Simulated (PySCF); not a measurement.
Isomers of C2H9Ge2NS, mass 226.888 u with the commonest isotopes. Theory: PySCF, PBE0-D3(BJ)/def2-SVP geometry optimisation, gas phase. One conformer each, none proved a minimum here; rigid rotors.

Question: Order these by rotational constant A, smallest first.
A. `[CH2:1]=[CH:2][Ge@H:3]([NH2:4])[S:5][GeH3:6]` with C1–C2–Ge3–N4 113°, C2–Ge3–N4–H 180° and -53°, C2–Ge3–S5–Ge6 -73°
B. `[CH3:1][C:2](=[S:3])[GeH2:4][NH:5][GeH3:6]` with C1–C2–Ge4–N5 72°, C2–Ge4–N5–Ge6 -89°
C. `[CH2:1]=[CH:2][GeH2:3][S:4][GeH2:5][NH2:6]` with C1–C2–Ge3–S4 117°, C2–Ge3–S4–Ge5 79°, Ge3–S4–Ge5–N6 -51°, S4–Ge5–N6–H -72° and 160°

Answer: A (2144 MHz), C (2263 MHz), B (2436 MHz).

Question: Order these by rotational constant B, largest first.
A. `[CH2:1]=[CH:2][Ge@H:3]([NH2:4])[S:5][GeH3:6]` with C1–C2–Ge3–N4 113°, C2–Ge3–N4–H 180° and -53°, C2–Ge3–S5–Ge6 -73°
B. `[CH2:1]=[CH:2][GeH2:3][S:4][GeH2:5][NH2:6]` with C1–C2–Ge3–S4 117°, C2–Ge3–S4–Ge5 79°, Ge3–S4–Ge5–N6 -51°, S4–Ge5–N6–H -72° and 160°
C. `[CH3:1][C:2](=[S:3])[GeH2:4][NH:5][GeH3:6]` with C1–C2–Ge4–N5 72°, C2–Ge4–N5–Ge6 -89°

Answer: A (706.6 MHz), B (689.0 MHz), C (532.1 MHz).

Question: Order these by out-of-plane moment Σ m c² = (Ia + Ib − Ic)/2, smallest first.
A. `[CH2:1]=[CH:2][GeH2:3][S:4][GeH2:5][NH2:6]` with C1–C2–Ge3–S4 117°, C2–Ge3–S4–Ge5 79°, Ge3–S4–Ge5–N6 -51°, S4–Ge5–N6–H -72° and 160°
B. `[CH3:1][C:2](=[S:3])[GeH2:4][NH:5][GeH3:6]` with C1–C2–Ge4–N5 72°, C2–Ge4–N5–Ge6 -89°
C. `[CH2:1]=[CH:2][Ge@H:3]([NH2:4])[S:5][GeH3:6]` with C1–C2–Ge3–N4 113°, C2–Ge3–N4–H 180° and -53°, C2–Ge3–S5–Ge6 -73°

Answer: A (50.65 u·Å²), B (57.05 u·Å²), C (60.39 u·Å²).

```
                      SMILES  point group  Ia (u·Å²)  Ib (u·Å²)  Ic (u·Å²)      κ  μa (D)  μb (D)  μc (D)
    C[C](=S)[GeH2][NH][GeH3]           C1     207.44     949.86    1043.20  -0.95    1.62    0.61    0.62
  C=[CH][GeH2][S][GeH2][NH2]           C1     223.30     733.46     855.47  -0.88    0.57    2.52    0.53
C=[CH][Ge@H]([NH2])[S][GeH3]           C1     235.71     715.22     830.16  -0.87    0.45    0.62    0.21
```
